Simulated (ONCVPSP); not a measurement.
# barium (Ba): ONCV pseudisation with PBE, scalar-relativistic reference atom.

- Element: barium
- Generator: ONCVPSP 4.0.1
- Type: optimised norm-conserving Vanderbilt (ONCV)
- Functional: PBE
- Relativity: scalar-relativistic
- Frozen core: [Kr] 4d10
- Valence charge: 10
- Reference configuration: 5s2 5p6 6s2
- Partial waves: 5s+6s: rc 2.45 bohr, ncon 4, nbas 9, qcut 5.7 1/bohr, 2 projectors; 5p: rc 2.55 bohr, ncon 4, nbas 8, qcut 6.8 1/bohr, 2 projectors, debl 3.3 Ha; d scattering state at 0.19 Ha: rc 2.45 bohr, ncon 3, nbas 6, qcut 3.6 1/bohr, 2 projectors, debl 2.1 Ha
- Local potential: polynomial inside 1.85 bohr (lpopt 1, dvloc0 2 Ha)
- Core correction: Teter function, fcfact 6.8, rcfact 1.65

In the d channel the program set the typed energies aside and used 0.050, 2.150 Ha.

* Cutoffs needed: 11 Ha and 14 Ha (the cutoffs (Ha) at which the residual kinetic energy of the hardest occupied pseudo-wave falls to 1 and 0.1 mHa per electron)
* Ghost test: no bound ghost flagged; no localised positive-energy state flagged
* Largest excitation error: -22 meV (all-electron minus pseudo) for 5s2 5p6 6s0, out of 4 test configurations
* rms error of d²Exc/dni dnj: 2.95 mHa without and 5.04 mHa with the model core
